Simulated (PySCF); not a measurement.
**Bonding in `Cc1ccc(F)[o+]c1Cl`**

Compound: C₆H₅ClFO (charge +1).
Atom-mapped SMILES: `[CH3:1][c:2]1[cH:3][cH:4][c:5]([F:6])[o+:7][c:8]1[Cl:9]` (hydrogens: H10, H11, H12 on C1; H13 on C3; H14 on C4)

Cartesian coordinates in Å at the GFN2-xTB level; atoms count from 1:
```
atom  x, y, z in Å
C1     2.005    0.105    0.545
C2     0.589    0.017    0.117
C3    -0.481    0.336    0.958
C4    -1.802    0.240    0.520
C5    -1.998   -0.180   -0.773
F6    -3.164   -0.321   -1.330
O7    -1.003   -0.485   -1.581
C8     0.260   -0.400   -1.180
Cl9    1.389   -0.829   -2.352
H10    2.083    0.442    1.574
H11    2.492   -0.864    0.452
H12    2.554    0.795   -0.095
H13   -0.282    0.663    1.969
H14   -2.642    0.481    1.152
```

Bond orders from the PBE0/pcSseg-1 density (PySCF). Geometry: GFN2-xTB; no solvent, vibrations or thermal averaging.

Question: How far do the computed orders between heavy atoms stray from the drawn ones?

Answer: The largest departure is 0.441, at O7–C8 (drawn aromatic, 1.059), counting aromatic bonds as 1.5. Drawn single, order above 1.12: C8–Cl9 (1.243). The bonds drawn aromatic range from 1.06 to 1.48. The SMILES, with its formal charges, is one Lewis structure only.

Question: Give the Mayer order of every bond, beside its length.

Answer: 
```tsv
bond	drawn as	length (Å)	Mayer order
C1–C2	single	1.482	1.069
C2–C3	aromatic	1.398	1.343
C3–C4	aromatic	1.395	1.359
C4–C5	aromatic	1.373	1.482
C5–F6	single	1.300	1.086
C5–O7	aromatic	1.317	1.124
O7–C8	aromatic	1.328	1.059
C8–Cl9	single	1.683	1.243
C8–C2	aromatic	1.401	1.300
C1–H10	single	1.085	0.933
C1–H11	single	1.089	0.924
C1–H12	single	1.089	0.924
C3–H13	single	1.081	0.956
C4–H14	single	1.079	0.929
```

By pair of heavy elements: C–C: lowest C1–C2 (1.069, 1.482 Å), highest C4–C5 (1.482, 1.373 Å). C–O: lowest O7–C8 (1.059, 1.328 Å), highest C5–O7 (1.124, 1.317 Å).

Question: Sum the orders of all bonds at each heavy atom with more than one neighbour and set the sums beside the valence in the SMILES.

Answer: C1 3.850 (drawn 4), C2 3.712 (drawn 4), C3 3.658 (drawn 4), C4 3.770 (drawn 4), C5 3.692 (drawn 4), O7 2.183 (drawn 3), C8 3.602 (drawn 4). Orders between atoms that aren't bonded are not in these sums.

For a closed shell the Mayer order of atoms A and B is Σ (PS)μν (PS)νμ over the basis functions μ on A and ν on B, with P the density and S the overlap matrix.

These values come from a run that also computed NMR shieldings. Time: 40 s (grids of density and orbitals included); peak memory 0.87 GiB. Hardware: one thread of an Intel Xeon Platinum 8488C, no GPU, shared host with 192 logical CPUs at a one-minute load of 88.
